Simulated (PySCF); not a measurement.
Ionisation energy of In³⁴⁺ by level of theory

In³⁴⁺ [Ne] 3s2 3p3 [3p1/2^2 3p3/2^1, M_J = 3/2] → In³⁵⁺ [Ne] 3s2 3p2 [3p1/2^2, M_J = 0], as a difference of total energies. Computed with PySCF 2.14 in an uncontracted even-tempered set (19 s from 6.2 bohr⁻², ratio 2.4; 14 p from 8.1 bohr⁻², ratio 2.4; 5 d from 30 bohr⁻², ratio 2.6; 4 f from 45 bohr⁻², ratio 2.6), with the two-component X2C-1e Hamiltonian. Correlated levels: 1s2 frozen; the 56 highest virtual spinors dropped. "Screened" scales the spin-orbit matrix elements by Boettger's factors to mimic the two-electron term; Breit and QED terms are absent.

```
                    method  ionisation energy (eV)
           GHF (spin-free)                  2214.5
          GMP2 (spin-free)                  2214.8
 GHF (screened spin-orbit)                  2189.6
GMP2 (screened spin-orbit)                  2189.9
```

Breit and QED terms and the two-electron picture change are absent.

The spin-free rows relax to the high-spin LS determinant and lack the spin-orbit shift.

The labels give the starting determinants; with spin-orbit coupling the two ends relaxed to ⟨J²⟩ = 3.75, ⟨L²⟩ = 2.09, ⟨S²⟩ = 1.75 and ⟨J²⟩ = 0.00, ⟨L²⟩ = 1.34, ⟨S²⟩ = 1.34.

For comparison: 2207 ± 8 eV (semi-empirical (NIST evaluation); NIST Atomic Spectra Database, ionization energies).
